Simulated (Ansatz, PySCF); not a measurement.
Noncovalent pair: stibine (SMILES [SbH3]) (first 4 atoms) with C2H4 (SMILES C=C); geometry from B3LYP-D3(BJ)/def2-TZVP, rigid monomers moved along the line of their centres of mass till Sb1···C6 is 4.17 Å.
(charge 0, multiplicity 1):
```xyz
10

Sb     0.613    -0.141     0.647
H      1.195     0.487    -0.845
H      1.977     0.467     1.484
H     -0.280     1.288     0.952
C     -0.244     0.545     4.785
C     -0.398    -0.763     4.640
H      0.721     0.985     5.007
H     -1.076     1.231     4.682
H     -1.362    -1.203     4.415
H      0.435    -1.449     4.741
```

Interaction energies are E(AB) − E(A) − E(B) at the monomers' geometry in the complex; basis-set methods are counterpoise corrected.

Correlated levels freeze the cores. Filled d and f shells under p-block atoms count as core. CBS: X⁻³ extrapolation of the correlation energy, Hartree–Fock from the larger set.

Codes used: Ansatz (a first-principles code) with Gaussian orbitals; PySCF for the dispersion terms. Values without a source in brackets are computed. In def2 rows elements past Kr take small-core potentials, without spin–orbit coupling.

PBE/def2-TZVPPD gives -3.1 kJ/mol for the interaction energy.

Q: How do the other levels lie against it? Give each less PBE: PBE-D3(BJ)/def2-TZVPPD, r2SCAN/def2-TZVPPD, PBE0/def2-TZVPPD, wB97M-V/def2-TZVPPD, MP2/CBS(def2-SVPD, def2-TZVPPD), CCSD(T)/CBS(def2-SVPD, def2-TZVPPD).

A: PBE-D3(BJ)/def2-TZVPPD -3.9; r2SCAN/def2-TZVPPD -1.2; PBE0/def2-TZVPPD 0.1; wB97M-V/def2-TZVPPD -2.8; MP2/CBS(def2-SVPD, def2-TZVPPD) -3.1; CCSD(T)/CBS(def2-SVPD, def2-TZVPPD) -2.3 kJ/mol. 1 of 6 lie above PBE; the widest gap is to PBE-D3(BJ)/def2-TZVPPD.
